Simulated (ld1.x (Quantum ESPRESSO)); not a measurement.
How hard is this magnesium ultrasoft potential?

```json
{
 "Element": "magnesium",
 "Generator": "ld1.x (Quantum ESPRESSO) 7.5",
 "Type": "ultrasoft",
 "Functional": "LDA (PZ)",
 "Relativity": "scalar-relativistic",
 "Frozen core": "[He]",
 "Valence charge": "10",
 "Reference configuration": "2s2 2p6 3s1.75 3p0 (charge +0.25)",
 "Partial waves": "2s (bound): rcut 1.05, rcutus 1.10 bohr; 3s (bound): rcut 1.05, rcutus 1.10 bohr; 2p (bound): rcut 1.25, rcutus 1.35 bohr; 3p (bound, empty): rcut 1.25, rcutus 1.35 bohr; 3d channel at 0.25 Ry: rc 1.20 bohr",
 "Local potential": "the d channel",
 "Core correction": "Bessel-smoothed model core inside 0.95 bohr",
 "Augmentation charge": "PSQ, inside the norm-conserving radii"
}
```

The pseudo-atom Hamiltonian at the reference potential is diagonalised in spherical Bessel functions j_l(qr) that vanish at 20 bohr, with q² up to the cutoff. All-electron valence levels (Ry): 2s -5.9792, 3s -0.4683, 2p -3.5852, 3p -0.1983.

Task: How do the lowest levels (Ry) of each channel move with the cutoff, and are there ghosts?

Result:

| cutoff (Ry) | s #1 | s #2 | s #3 | p #1 | p #2 | d #1 | d #2 | f #1 | Σ f·Δε (mRy) |
| --- | --- | --- | --- | --- | --- | --- | --- | --- | --- |
| 8 | -4.9707 | -0.3643 | -0.0326 | -2.4019 | -0.1242 | 0.0049 | 0.0820 | 0.0721 | 9299.4 |
| 12 | -5.5078 | -0.4034 | -0.0386 | -3.0508 | -0.1460 | 0.0048 | 0.0818 | 0.0721 | 4263.1 |
| 18 | -5.8199 | -0.4312 | -0.0429 | -3.4197 | -0.1606 | 0.0047 | 0.0817 | 0.0721 | 1376.8 |
| 21 | -5.8803 | -0.4382 | -0.0439 | -3.4865 | -0.1642 | 0.0047 | 0.0816 | 0.0721 | 842.6 |
| 30 | -5.9534 | -0.4503 | -0.0458 | -3.5681 | -0.1713 | 0.0047 | 0.0816 | 0.0721 | 185.8 |
| 40 | -5.9762 | -0.4597 | -0.0473 | -3.5825 | -0.1766 | 0.0047 | 0.0815 | 0.0721 | 37.5 |
| 50 | -5.9788 | -0.4648 | -0.0481 | -3.5847 | -0.1845 | 0.0047 | 0.0815 | 0.0721 | 10.3 |
| 60 | -5.9788 | -0.4671 | -0.0484 | -3.5847 | -0.1925 | 0.0047 | 0.0815 | 0.0721 | 5.9 |
| 70 | -5.9789 | -0.4680 | -0.0486 | -3.5850 | -0.1971 | 0.0047 | 0.0815 | 0.0721 | 2.6 |
| 90 | -5.9792 | -0.4683 | -0.0486 | -3.5852 | -0.1980 | 0.0047 | 0.0815 | 0.0721 | 0.6 |
| 110 | -5.9792 | -0.4683 | -0.0486 | -3.5852 | -0.1982 | 0.0047 | 0.0815 | 0.0721 | 0.4 |
| 400 | -5.9793 | -0.4683 | -0.0486 | -3.5852 | -0.1983 | 0.0047 | 0.0815 | 0.0721 | 0.0 |

Result: no extra level below or beside the all-electron valence levels (s, p, d, f tested); 10 mRy is reached at 55 Ry and 1 mRy at 90 Ry.

Its largest configuration-test error is -634 meV.
